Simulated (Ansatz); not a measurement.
CH$_{8}$AlGaSi (`C[SiH]([AlH2])[GaH2]`). The species carries charge 0 and has multiplicity 1. Correlated methods include outer-core shells of Ga, which these sets cover unevenly. Scalar relativity is left out up to krypton.

```xyz
12

C    -1.609    0.810   -0.554
Si   -0.238   -0.445   -0.198
Al    0.297   -0.697    2.176
Ga    1.813    0.039   -1.354
H    -1.825    0.863   -1.623
H    -2.530    0.547   -0.032
H    -1.306    1.806   -0.222
H    -0.654   -1.805   -0.673
H     1.180   -1.924    2.670
H    -0.172    0.385    3.246
H     2.101    1.471   -1.950
H     2.943   -1.050   -1.486
```

Q: Give the diagnostics of a CCSD(T)/def2-TZVPP run (frozen core, Ansatz 0.2.0). (An estimate is asked.)

A: Ansatz gave: T1 = 0.0134, largest single amplitude 0.024, largest double 0.032, (T) share of the correlation energy 3.7 %, 10 CCSD cycles. The RHF solution is stable towards an unrestricted one. T1 lies under the customary mark of 0.02 for closed shells.
